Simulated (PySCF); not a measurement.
# Basis and Hamiltonian dependence of the excitation energy of Sc²⁺

Sc²⁺ [Ar] 3d1 (2D) → Sc²⁺ [Ar] 4p1 (2P). All values are computed (PySCF 2.14, energy differences of UHF-based or UKS calculations, no spin-orbit coupling). Values in eV.

| basis | Hamiltonian | functions | UHF | LDA | PBE0 | CCSD(T) (valence and next inner shell) |
| --- | --- | --- | --- | --- | --- | --- |
| ANO-RCC-VTZP | spin-free X2C | 59 | 7.368 | 7.749 | 7.806 | 7.484 |
| aug-cc-pVDZ-DK | spin-free X2C | 59 | 7.677 | 8.318 | 8.281 | n/a |
| x2c-TZVPPall | spin-free X2C | 64 | 7.250 | 7.731 | 7.722 | 7.055 |
| x2c-TZVPPall with one added diffuse shell each of s, p, d, f type | spin-free X2C | 80 | 7.248 | 7.730 | 7.721 | 7.053 |
| aug-cc-pVTZ-DK | spin-free X2C | 93 | 7.286 | 7.775 | 7.756 | n/a |
| def2-QZVPPD | non-relativistic | 93 | 7.484 | 7.962 | 7.952 | 7.563 |
| aug-cc-pVTZ | non-relativistic | 93 | 7.442 | 7.924 | 7.908 | n/a |
| dyall-av2z | non-relativistic | 101 | 7.462 | 8.009 | 7.987 | n/a |
| x2c-QZVPPall with one added diffuse shell each of s, p, d, f, g type | spin-free X2C | 121 | 7.328 | 7.808 | 7.799 | n/a |
| aug-cc-pwCVTZ | non-relativistic | 127 | 7.463 | 7.916 | 7.907 | n/a |
| aug-cc-pwCVTZ-DK | spin-free X2C | 127 | 7.308 | 7.767 | 7.756 | n/a |
| aug-cc-pVQZ-DK | spin-free X2C | 140 | 7.309 | 7.779 | 7.765 | n/a |
| aug-cc-pwCVTZ-DK with one added diffuse shell each of s, p, d, f, g type | spin-free X2C | 152 | 7.308 | 7.767 | 7.756 | n/a |

**Question.** Estimate the row for def2-TZVPPD (non-relativistic, 67 functions).

**Answer.** From the rows with the same Hamiltonian and similar size; the calculation gives UHF 7.40; LDA 7.88; PBE0 7.87; CCSD(T) (valence and next inner shell) 7.20 (eV).

Frozen in the all-electron rows: valence: [Ar]; valence and next inner shell: [Ne].

At UHF, aug-cc-pVDZ-DK lies more than 0.3 eV from the median of the rows with comparable relativity.

Non-relativistic rows lack the scalar-relativistic shift.
